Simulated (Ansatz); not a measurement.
`CCCC#CCCCC` + CH₄ → `CC#CCCCC` + propane  (formal exchange of groups at a C–C bond)

Computed with Ansatz on PBE0-D4/def2-TZVP structures; ΔE is electronic, products minus reactants. CCSD(T)/CBS adds triple-zeta CCSD(T) − MP2 to the extrapolated MP2 energy (def2 sets, frozen cores). This one scheme is used for every species. DFT in def2-TZVPP. One conformer a species, not always the lowest.

```json
{"level": "revPBE-D4", "ΔE (kJ/mol)": "10.4"}
{"level": "B97M-V", "ΔE (kJ/mol)": "9.5"}
{"level": "ωB97M-V", "ΔE (kJ/mol)": "9.8"}
{"level": "B2PLYP", "ΔE (kJ/mol)": "6.1"}
```

Task: What does CCSD(T)/CBS give? (An estimate is asked.)

Result: Ansatz gave: +10.8 kJ/mol. The listed levels differ from it by -0.4, -1.3, -1.0, -4.7 kJ/mol.

Largest T1 diagnostic among the species: 0.010.

The D4 term adds +7.7 kJ/mol with B3LYP and +5.1 kJ/mol with PBE0; it sums over pairs of atoms, weighted by their polarisabilities, and B3LYP, whose exchange is more repulsive, gets the larger term. Leaving LDA and LC-ωPBE aside and taking each functional with its dispersion term where it has one, the values spread over 4.3 kJ/mol, from B2PLYP to revPBE-D4. LDA lies +5.2 kJ/mol from PBE without D4. In def2-TZVPP, CCSD(T) changes the Hartree–Fock value by +10.8 kJ/mol (the triples alone add +2.2 kJ/mol) and MP2 by +13.6 kJ/mol.

B3LYP here is the variant with VWN-RPA as its local correlation; programs differ in this.
